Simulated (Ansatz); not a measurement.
Relaxation of CH$_{5}$BO$_{4}$ (11 atoms, charge 0, multiplicity 1), to a largest force component of 0.02 eV/Å in at most 40 steps.

Level of theory: UKS r2SCAN-D4/6-31G in Ansatz 0.2.0.

```xyz
11
Properties=species:S:1:pos:R:3
C 0.010 0.133 -2.268
O 1.063 0.124 -2.835
H -0.460 1.051 -1.888
H -0.585 -0.778 -2.103
O 0.745 -0.188 0.129
B -0.155 -0.030 1.135
O -1.419 0.289 0.779
O 0.135 -0.177 2.464
H 1.647 -0.403 0.361
H -2.012 0.385 1.524
H 1.032 -0.406 2.703
```

Problem. Where does it end, and by what steps?

Solution. The run converged. The force dipped under the threshold on the way, but the program's further checks kept it going. Limits of this set-up: no polarisation functions. After 15 steps the energy has fallen by 0.186 eV; O2 moved furthest, 0.43 Å.

| step | energy less start (eV) | largest force component (eV/Å) | accepted |
| --- | --- | --- | --- |
| 0 | 0.0000 | 2.961 | yes |
| 1 | -0.1596 | 0.345 | yes |
| 2 | 0.4529 | 4.616 | no |
| 3 | -0.1755 | 0.289 | yes |
| 4 | -0.1811 | 0.183 | yes |
| 5 | -0.1844 | 0.033 | yes |
| 6 | -0.1826 | 0.303 | no |
| 7 | -0.1851 | 0.128 | yes |
| 8 | -0.1442 | 0.991 | no |
| 9 | -0.1860 | 0.015 | yes |
| 10 | -0.1854 | 0.224 | no |
| 11 | -0.1861 | 0.053 | yes |
| 12 | -0.1857 | 0.082 | no |
| 13 | -0.1863 | 0.024 | yes |
| 14 | -0.1863 | 0.012 | yes |
| 15 | -0.1864 | 0.015 | yes |

```xyz
11
Properties=species:S:1:pos:R:3
C -0.084 0.185 -2.284
O 0.781 0.114 -3.166
H -0.331 1.128 -1.768
H -0.672 -0.689 -1.956
O 0.924 -0.269 0.205
B -0.077 -0.077 1.141
O -1.325 0.200 0.627
O 0.060 -0.137 2.526
H 1.841 -0.458 0.454
H -2.032 0.333 1.281
H 0.916 -0.329 2.940
```

Whether the end is a true minimum wasn't checked by a vibrational analysis.

Run time: 110 s on 2 threads of Arm Neoverse N1, on a shared host, peak memory 0.22 GiB.
